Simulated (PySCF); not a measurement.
PySCF 2.14 output of an unrestricted PBE0 calculation on a single atom or ion in aug-cc-pwCVDZ-PP with ECP28MDF, with scalar relativity through the core potential:

```
SCF conv_tol = 1e-09
number electrons alpha = 13  beta = 10
    C. Adamo and V. Barone.,  J. Chem. Phys. 110, 6158 (1999)
    M. Ernzerhof and G. E. Scuseria.,  J. Chem. Phys. 110, 5029 (1999)
cycle= 1 E= -267.66893798455  delta_E= -0.00389  |g|= 0.0135  |ddm|= 0.664
cycle= 2 E= -267.668967025358  delta_E= -2.9e-05  |g|= 0.00486  |ddm|= 0.0541
cycle= 3 E= -267.668970380858  delta_E= -3.36e-06  |g|= 0.00126  |ddm|= 0.0104
cycle= 4 E= -267.668970679947  delta_E= -2.99e-07  |g|= 6.75e-05  |ddm|= 0.00369
cycle= 5 E= -267.668970681454  delta_E= -1.51e-09  |g|= 2.17e-06  |ddm|= 0.000223
cycle= 6 E= -267.668970681456  delta_E= -1.99e-12  |g|= 9.04e-08  |ddm|= 7.66e-06
converged SCF energy = -267.668970681456  <S^2> = 3.7508032  2S+1 = 4.0004016
```

The run itself started from symmetry-adapted Hartree-Fock orbitals and held the occupation by maximum overlap, on a logarithmic radial grid, so the iterations belong to that start.

Problem. Which element, charge and spin multiplicity is this?

Solution. Te⁺ (tellurium, charge +1), multiplicity 4; the state was [Kr] 4d10 5s2 5p3, high-spin 4S determinant.

Energies and moments cover only the electrons outside the core potential.
